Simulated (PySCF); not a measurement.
**Excitation energy of Re²⁺ by level of theory**

Re²⁺ [Xe] 4f14 5d5 (6S) → Re²⁺ [Xe] 4f14 5d4 6s1 (6D), as a difference of total energies. All numbers are calculated (PySCF 2.14, scalar relativity through the core potential, in def2-QZVPPD with the def2 core potential (60 electrons)). Correlated levels: valence: 5s2 5p6 frozen. The calculations carry no spin-orbit coupling.

| method | excitation energy (cm⁻¹) |
| --- | --- |
| UHF | 22051 |
| MP2 (valence) | 22785 |
| SCS-MP2 (valence) | 22295 |
| CCSD (valence) | 22677 |
| CCSD(T) (valence) | 22665 |
